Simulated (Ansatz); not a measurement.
`[CH3][Al-]([CH3])([OH])[SeH2+]`, 14 atoms. Total charge 0; spin multiplicity 1. Correlated methods include outer-core shells of Se, which these sets cover unevenly. Scalar relativity is left out up to krypton. All runs use 4 threads of an Arm Neoverse V2 on a shared host. Correlated methods freeze the cores.

(1) Give the basis size and wall time and peak host memory of each of these runs in Ansatz. RKS ωB97M-V/def2-QZVPP energy; RKS PBE0-D4/def2-TZVP relaxation (17 steps); RKS PBE0-D4/def2-TZVP frequencies; RHF-CCSD(T)/def2-SVP energy; RKS CAM-B3LYP-D4/def2-TZVPP energy; RKS ωB97X-V/def2-TZVPP energy; direct RPA on PBE orbitals/def2-TZVPP energy; RKS PBE0-D4/def2-TZVPP energy; RHF-MP2/def2-QZVPP energy; RHF-MP2/def2-TZVPP energy; RKS PBE0-D4/def2-QZVPP energy; RKS r2SCAN-D4/def2-TZVPP energy and forces. (Estimate.)

Answers

(1) Ansatz gave: Other jobs shared the machine, so times are rough.

```tsv
level	job	functions	wall time	peak host memory (GiB)
RKS PBE0-D4/def2-TZVPP	energy	309	5.5 s	1.1
RHF-MP2/def2-TZVPP	energy	309	6 s	0.93
RKS CAM-B3LYP-D4/def2-TZVPP	energy	309	6 s	1.2
RKS r2SCAN-D4/def2-TZVPP	energy and forces	309	7.5 s	0.52
direct RPA on PBE orbitals/def2-TZVPP	energy	309	8.5 s	0.95
RKS ωB97X-V/def2-TZVPP	energy	309	12 s	1.3
RKS PBE0-D4/def2-QZVPP	energy	600	15 s	3
RHF-CCSD(T)/def2-SVP	energy	137	18 s	0.97
RKS ωB97M-V/def2-QZVPP	energy	600	33 s	3.3
RHF-MP2/def2-QZVPP	energy	600	39 s	5
RKS PBE0-D4/def2-TZVP	relaxation (17 steps)	232	88 s	0.78
RKS PBE0-D4/def2-TZVP	frequencies	232	4.6 min	0.77
```
